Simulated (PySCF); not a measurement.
Predicted microwave data (PBE0-D3(BJ)/def2-SVP geometry optimisation, gas phase in PySCF 2.14.0) for one isomer of C8H16OSi:

| Quantity | Value |
| --- | --- |
| Rotational constants | A = 1758, B = 599.2, C = 524.2 MHz |
| Dipole components | \|μa\| = 0.79 D, \|μb\| = 0.53 D, \|μc\| = 0.06 D |
| Inertial defect | -166.80 u·Å² |
| κ | -0.88 |

Problem. Which structure is it? (One computed conformer of each.)
A. `[CH2:1]=[C:2]([CH3:3])[C@:4]1([CH2:5][CH3:6])[CH2:7][CH2:8][O:9][SiH2:10]1` with C1–C2–C4–C5 120°, C2–C4–C5–C6 -60°, C2–C4–C7–C8 -158°, C4–C7–C8–O9 41°, C7–C8–O9–Si10 -20°, C8–O9–Si10–C4 -3°
B. `[SiH3:1][O:2][C@:3]12[CH2:4][CH2:5][CH2:6][C@H:7]1[CH2:8][CH2:9][CH2:10]2` with Si1–O2–C3–C4 -58°, O2–C3–C4–C5 -145°, C3–C4–C5–C6 41°, C4–C5–C6–C7 -40°, C5–C6–C7–C8 -94°
C. `[CH2:1]1[CH2:2][CH2:3][CH:4]([Si@H:5]2[CH2:6][CH2:7][CH2:8][O:9]2)[CH2:10]1` with C3–C4–Si5–C6 -171°, C10–C1–C2–C3 19°, C1–C2–C3–C4 7°, C2–C3–C4–Si5 -155°, C4–Si5–C6–C7 137°
D. `[CH2:1]=[C:2](/[CH:3]=[CH:4]/[CH3:5])[O:6][Si:7]([CH3:8])([CH3:9])[CH3:10]` with C1–C2–C3–C4 180°, C1–C2–O6–Si7 -5°

Solution. D. It is C=C(/C=C/C)O[Si](C)(C)C, an asymmetric top. The candidates at the same level (rigid rotor, commonest isotopes):

```
                    SMILES  A (MHz)  B (MHz)  C (MHz)  μa (D)  μb (D)  μc (D)  Δ (u·Å²)  point group                        rotor
   C=C(/C=C/C)O[Si](C)(C)C     1758    599.2    524.2    0.79    0.53    0.06   -166.80      near Cs               asymmetric top
     C1CCC([Si@H]2CCCO2)C1     2884    603.3    536.2    0.01    1.38    0.80    -70.36           C1  near-prolate asymmetric top
 C=C(C)[C@]1(CC)CCO[SiH2]1     1506    949.8    834.4    1.43    0.90    0.01   -262.00           C1               asymmetric top
[SiH3]O[C@]12CCC[C@H]1CCC2     1698    941.3    740.3    0.78    0.24    0.78   -151.92           C1               asymmetric top
```

`C=C(C)[C@]1(CC)CCO[SiH2]1` has C 59 % too high; `C1CCC([Si@H]2CCCO2)C1` has A 64 % too high; `[SiH3]O[C@]12CCC[C@H]1CCC2` has B 57 % too high. No structure here is proved a minimum.
